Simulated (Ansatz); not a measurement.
Mulliken charges of `O[SiH]([S])Cl` radical from PBE/def2-TZVPP in Ansatz (PBE0-D4/def2-TZVP geometry).

```json
{"atom": "O1", "x (Å)": "-1.095", "y (Å)": "0.266", "z (Å)": "-0.773", "charge (e)": "-0.327"}
{"atom": "Si2", "x (Å)": "0.366", "y (Å)": "0.062", "z (Å)": "-0.087", "charge (e)": "0.533"}
{"atom": "S3", "x (Å)": "0.500", "y (Å)": "0.864", "z (Å)": "1.863", "charge (e)": "-0.172"}
{"atom": "Cl4", "x (Å)": "0.813", "y (Å)": "-1.913", "z (Å)": "0.256", "charge (e)": "-0.182"}
{"atom": "H5", "x (Å)": "-1.870", "y (Å)": "0.042", "z (Å)": "-0.253", "charge (e)": "0.199"}
{"atom": "H6", "x (Å)": "1.328", "y (Å)": "0.615", "z (Å)": "-1.053", "charge (e)": "-0.052"}
```

Q: By hand: the dipole of these point charges (1 e Å = 4.8032 D).

A: Σ q r = (-0.122, 0.122, -0.156) e Å, of length 0.233 e Å = 1.12 D.

Q: How does the dipole of the full density compare? (Best estimate.)

A: The calculation gave: (-0.226, 0.017, -0.020) e Å, 1.09 D; the point charges give 1.03 times that, at 52° from its direction.

Point charges leave out the atoms' own dipoles, such as those of lone pairs, and Mulliken's split depends on the basis, so the two needn't agree.
